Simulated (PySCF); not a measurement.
Successive As–H bond energies

Level of theory: PySCF, PBE0, basis As def2-TZVP, H def2-TZVP (no relativity, density fitting).

Each entry is the lowest minimum that a search over a few typed start shapes (and spin states, where more than one is plausible) found, or that minimum re-optimised at the stated level; isomers with ligand–ligand bonds, or fragments after loss of a ligand pair, can lie lower.

Total energies (Eh), which compare only within these settings: H atom -0.50106.

| species | 2S+1 | group | E (Eh) | ZPE (kJ/mol) |
| --- | --- | --- | --- | --- |
| AsH₂⁺ | 1 | C2v | -2236.41149 | 32.7 |
| AsH₃⁺ | 2 | C3v | -2237.03093 | 57.2 |
| AsH₄⁺ | 1 | Td | -2237.68136 | 84.9 |

(1) What are De and D0 for AsH₃⁺ → AsH₂⁺ + H?

(2) What are De and D0 for AsH₄⁺ → AsH₃⁺ + H?

Results:

(1) De = [(-2236.41149) + (-0.50106) − (-2237.03093)] × 2625.5 = 311 kJ/mol. The zero-point energy changes by -24.5 kJ/mol, so D0 = 286 kJ/mol.

(2) De = [(-2237.03093) + (-0.50106) − (-2237.68136)] × 2625.5 = 392 kJ/mol. The zero-point energy changes by -27.8 kJ/mol, so D0 = 364 kJ/mol.

Atoms and open shells are unrestricted, without spin–orbit or basis-set superposition corrections.
